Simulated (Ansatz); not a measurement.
`B/N=C\Cl` + `BSC` → `BSB` + `C/N=C/Cl` at 298.15 K and 1 bar (formal exchange of groups at a B–N bond).

Program: Ansatz. Geometries: PBE0-D4/def2-TZVP. ΔE: electronic, gas phase. CCSD(T)/CBS adds triple-zeta CCSD(T) − MP2 to the extrapolated MP2 energy (def2 sets, frozen cores). Double bonds are as drawn, so ΔE can hold a change between cis and trans.

```tsv
species	CCSD(T)/CBS energy (Eh)	H − E (kJ/mol)	S (J/(mol·K))
`B/N=C\Cl`	-579.12291	127.9	295.2
`BSC`	-463.64092	171.9	287.7
`BSB`	-449.77944	128.4	273.6
`C/N=C/Cl`	-592.96072	171.1	293.0
```

H − E and S are ideal-gas, rigid-rotor, harmonic terms from PBE0-D4/def2-TZVP. 1 Eh = 2625.50 kJ/mol, R = 8.31446 J/(mol·K).

Problem. By hand: ΔE, ΔH, ΔS and ΔG.

Solution. ΔE = (-449.77944) + (-592.96072) − (-579.12291) − (-463.64092) = 0.02367 Eh = 62.1 kJ/mol. Δ(H − E) = 128.4 + 171.1 − 127.9 − 171.9 = -0.3, so ΔH = 61.8 kJ/mol. ΔS = 273.6 + 293.0 − 295.2 − 287.7 = -16.3 J/(mol·K). ΔG = 61.8 − 298.15 × (-16.3)/1000 = 66.7 kJ/mol.

Problem. By hand: the equilibrium constant, and the temperature at which ΔG would vanish if ΔH and ΔS stayed fixed.

Solution. log₁₀ K = −ΔG/(RT ln 10) = -11.7. ΔH and −TΔS have one sign here, so there is no such temperature.

ΔH outweighs TΔS. A doubt of 5 kJ/mol in ΔE shifts log₁₀ K by 0.9 here. These are equilibria of isolated gas molecules and say nothing of rates. Largest T1 diagnostic: 0.014 (customary marks: 0.02 for closed shells, 0.045 for open ones).
